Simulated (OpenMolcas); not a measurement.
Pd2+ in CsCaBr3: curves along the breathing mode

Pd2+ with its 6 nearest bromide ions, on the Ca site of CsCaBr3 (a = 5.69 Å, distance in the model lattice 2.845 Å). The rest of the host is ab initio model potentials to 7.6 Å, with orthogonalisation functions on the cations behind the ligands, and point charges beyond; the distance is set by hand and nothing relaxes. Ligand basis ANO-RCC-VDZP.

```
Program             : OpenMolcas
Method              : CASSCF
Basis               : ANO-RCC-VDZP [6s5p3d1f]
Scalar Hamiltonian  : DKH2, point nucleus
Active space        : 8 electrons in 5 orbitals (4d)
State averaging     : 2S+1 = 3 even, 10 roots; 2S+1 = 1 even, 15 roots
Spin-orbit coupling : RASSI with atomic mean-field integrals over the reference wave functions
```

Spin-free energies (labels of O, the rotations of Oh) in cm-1 above the lowest fitted minimum, as all ligands move together:

```csv
R (Å),3A2,3T2,3T1,1E,1T2,1A1,3T1(2)
2.612,1790,11740,17740,12920,23050,20570,28070
2.673,70,8710,14260,11450,20230,18970,24310
2.735,470,7990,13060,12070,19660,19440,23060
2.796,2860,9430,14040,14620,21230,21830,24130
2.858,7240,13010,17180,19130,24890,26180,27440
2.919,13510,18600,22370,25500,30540,32400,32840
2.981,21980,26490,29890,34030,38460,40790,40580
```

Cubic fits give the following; the wavenumber is harmonic, with the mass of all moving ligands, small differences in it between states hang on the degree of the fit, a number in brackets counts states of one label, and the table is a selection of at most 14 states with clean curves.

```csv
State,R0 (Å),Breathing mode (cm-1),Minimum (cm-1)
3A2,2.693,194,0
3T2,2.725,202,7960
3T1,2.738,202,13060
1E,2.686,192,11440
1T2,2.721,200,19600
1A1,2.691,191,18930
3T1(2),2.738,209,23050
1T1,2.718,200,23390
1E(2),2.749,209,30780
1T2(2),2.748,208,31080
1A1(2),2.734,206,51900
```

The minimum of 3T2 is shifted by +0.0322 Å against 3A2 (from the unrounded fits). With M = 479.4 u for the moving shell, the Huang-Rhys factor in this mode is S = M ω ΔR² / 2ħ = 0.01483 × 479.4 × 194 × 0.0322² = 1.43. Only the first shell moves, against a rigid host.

Without dynamic correlation the repulsion within the d shell is too large (B by tens of per cent), so at a given field states of lower spin stand too high. Real 4d8 and 5d8 ions are as a rule square planar and diamagnetic. With metal d orbitals alone the field can be off either way by tens of per cent. Ligand-to-metal charge-transfer states are missing. With no ligand orbital active B as a rule stays too high, so bands that hang on it stand too high and its fall with covalency is understated. The least metal-like active orbital is 80 % on the metal (Löwdin) and no ligand orbital is active, so the numbers are rough (holds for R = 2.612). The least metal-like active orbital is 82 % on the metal (Löwdin) and no ligand orbital is active, so the numbers are rough (holds for R = 2.673). The least metal-like active orbital is 84 % on the metal (Löwdin) and no ligand orbital is active, so the numbers are rough (holds for R = 2.735). No measured value stands beside these numbers.
